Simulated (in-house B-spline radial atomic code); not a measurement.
Settings and results of a run for I5+ (an excited or competing configuration). Computed with an all-electron radial atomic-structure program (B-spline basis): scalar-relativistic (X2C) CAM-B3LYP, spin-polarised, spherical fractional occupations, exact exchange averaged over the configuration, Fermi nucleus of rms radius 4.75 fm.

Command:
```bash
python run_scf.py task.json out
```
Settings (nuclear radius in fm, mass in u):
```
Z                53
configuration    [Ar] 3d10 4s2 4p5 4d10 5s2 6p1
hamiltonian      x2c
method           camb3lyp
spin_polarised   True
nucleus          fermi
rms_radius       4.75
atomic_mass      126.90447
speed_of_light   137.035999084
exact_exchange   averaged over the configuration
```

Output (hartree, bohr):
```
 radial grid: 71 intervals, B-splines of order 8, outer radius 33.6842 bohr

 iter        energy (Eh)    residual
    1       -7081.218895    8.76e-01
    2       -7096.946790    6.09e-01
    3       -7103.934341    1.64e-01
    4       -7104.386910    4.55e-02
    5       -7104.409752    1.97e-02
    6       -7104.416897    3.68e-03
    7       -7104.416991    1.51e-04
    8       -7104.416991    2.37e-05
    9       -7104.416991    1.17e-06
   10       -7104.416991    4.19e-08

 total energy                     -7104.41699
 kinetic                            7532.0904
 electron-nucleus                 -17137.4409
 Hartree                            2681.4433
 exact exchange                      -37.4219
 exchange-correlation               -143.0879

 orbital      occ     eigenvalue          <r>       <r^2>       <1/r>       r_max
 1s up      1.000     -1215.8614    0.0266114 0.000969962     59.7205     0.01681
 1s down    1.000     -1215.8447    0.0266112 0.000969945      59.721     0.01681
 2s up      1.000      -191.1062     0.116608   0.0160999     13.6006     0.09899
 2s down    1.000      -191.0960     0.116606    0.016099     13.6006     0.09899
 2p up      3.000      -171.9460     0.102167   0.0127581     12.5261     0.07914
 2p down    3.000      -171.9292     0.102171   0.0127587     12.5256     0.07914
 3s up      1.000       -41.2392     0.313471    0.112446     4.80157      0.2856
 3s down    1.000       -41.2217     0.313451    0.112419     4.80111      0.2856
 3p up      3.000       -34.9824     0.311462    0.112602     4.46933      0.2792
 3p down    3.000       -34.9607     0.311535     0.11265     4.46785      0.2793
 3d up      5.000       -25.5464     0.288252   0.0982974      4.2047      0.2316
 3d down    5.000       -25.5294     0.288193   0.0982411     4.20512      0.2316
 4s up      1.000        -9.7030     0.733471    0.607046     1.93165       0.678
 4s down    1.000        -9.6075     0.734129    0.608279     1.93004      0.6781
 4p up      3.000        -7.6948       0.7812    0.693917     1.75613      0.7107
 4p down    2.000        -7.6312     0.782351    0.696237     1.75444      0.7112
 4d up      5.000        -4.7088     0.884424    0.906719     1.49321      0.7666
 4d down    5.000        -4.6479      0.88794    0.914556     1.48775       0.768
 5s up      1.000        -2.9313      1.67705     3.13556    0.793341       1.559
 5s down    1.000        -2.9179      1.68588      3.1688    0.788723       1.564
 6p up      1.000        -1.1974      3.60623     14.4428    0.366526       3.581
```

Cost of the run: 2 s on 1 thread of Arm Neoverse N1, with other jobs on the host.

One-electron X2C: radii and densities carry no picture-change correction, so inner-shell <1/r> comes out high (for 1s by about 2 % at Z = 33, 5 % at 54, 10 % at 75, 30 % at 118) and <r> low.
